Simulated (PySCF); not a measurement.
Isomers of C7H15B, mass 110.127 u with the commonest isotopes. The calculation used PBE0-D3(BJ)/def2-SVP geometry optimisation, gas phase (PySCF). One conformer each, none proved a minimum here; rigid rotors.

Question: Order these by rotational constant B, smallest first.
A. `[CH3:1][CH2:2][C@H:3]1[BH:4][CH2:5][CH2:6][CH2:7][CH2:8]1` with C1–C2–C3–B4 165°, C2–C3–B4–C5 156°, C3–B4–C5–C6 -21°, B4–C5–C6–C7 39°, C5–C6–C7–C8 -60°
B. `[CH3:1][CH2:2][CH2:3][C@@H:4]1[BH:5][CH2:6][CH2:7][CH2:8]1` with C1–C2–C3–C4 179°, C2–C3–C4–B5 -171°, C3–C4–B5–C6 -146°, C4–B5–C6–C7 -11°, B5–C6–C7–C8 30°, C6–C7–C8–C4 -38°
C. `[CH3:1][C:2]([CH3:3])([CH3:4])[BH:5][CH:6]1[CH2:7][CH2:8]1` with C2–B5–C6–C7 141°
D. `[CH3:1][B:2]1[CH2:3][CH2:4][CH2:5][CH2:6][C@H:7]1[CH3:8]` with C1–B2–C3–C4 -155°, B2–C3–C4–C5 -42°, C3–C4–C5–C6 58°, C4–C5–C6–C7 -60°

Answer: B (940.8 MHz), C (1051 MHz), A (1258 MHz), D (1868 MHz).

Question: Order these by out-of-plane moment Σ m c² = (Ia + Ib − Ic)/2, smallest first.
A. `[CH3:1][CH2:2][C@H:3]1[BH:4][CH2:5][CH2:6][CH2:7][CH2:8]1` with C1–C2–C3–B4 165°, C2–C3–B4–C5 156°, C3–B4–C5–C6 -21°, B4–C5–C6–C7 39°, C5–C6–C7–C8 -60°
B. `[CH3:1][C:2]([CH3:3])([CH3:4])[BH:5][CH:6]1[CH2:7][CH2:8]1` with C2–B5–C6–C7 141°
C. `[CH3:1][B:2]1[CH2:3][CH2:4][CH2:5][CH2:6][C@H:7]1[CH3:8]` with C1–B2–C3–C4 -155°, B2–C3–C4–C5 -42°, C3–C4–C5–C6 58°, C4–C5–C6–C7 -60°
D. `[CH3:1][CH2:2][CH2:3][C@@H:4]1[BH:5][CH2:6][CH2:7][CH2:8]1` with C1–C2–C3–C4 179°, C2–C3–C4–B5 -171°, C3–C4–B5–C6 -146°, C4–B5–C6–C7 -11°, B5–C6–C7–C8 30°, C6–C7–C8–C4 -38°

Answer: D (16.24 u·Å²), A (17.39 u·Å²), C (39.07 u·Å²), B (66.43 u·Å²).

Question: Order these by rotational constant C, smallest first.
A. `[CH3:1][B:2]1[CH2:3][CH2:4][CH2:5][CH2:6][C@H:7]1[CH3:8]` with C1–B2–C3–C4 -155°, B2–C3–C4–C5 -42°, C3–C4–C5–C6 58°, C4–C5–C6–C7 -60°
B. `[CH3:1][CH2:2][C@H:3]1[BH:4][CH2:5][CH2:6][CH2:7][CH2:8]1` with C1–C2–C3–B4 165°, C2–C3–B4–C5 156°, C3–B4–C5–C6 -21°, B4–C5–C6–C7 39°, C5–C6–C7–C8 -60°
C. `[CH3:1][CH2:2][CH2:3][C@@H:4]1[BH:5][CH2:6][CH2:7][CH2:8]1` with C1–C2–C3–C4 179°, C2–C3–C4–B5 -171°, C3–C4–B5–C6 -146°, C4–B5–C6–C7 -11°, B5–C6–C7–C8 30°, C6–C7–C8–C4 -38°

Answer: C (844.9 MHz), B (1020 MHz), A (1275 MHz).

```csv
SMILES,point group,Ia (u·Å²),Ib (u·Å²),Ic (u·Å²),κ,μa (D),μb (D),μc (D)
CC[C@H]1BCCCC1,C1,128.81,401.66,495.70,-0.84,0.23,0.40,0.14
CC(C)(C)BC1CC1,near Cs,141.04,480.67,488.85,-0.99,0.62,0.07,0.44
CB1CCCC[C@H]1C,C1,204.09,270.52,396.48,-0.01,0.15,0.08,0.01
CCC[C@@H]1BCCC1,C1,93.43,537.20,598.16,-0.96,0.07,0.41,0.01
```
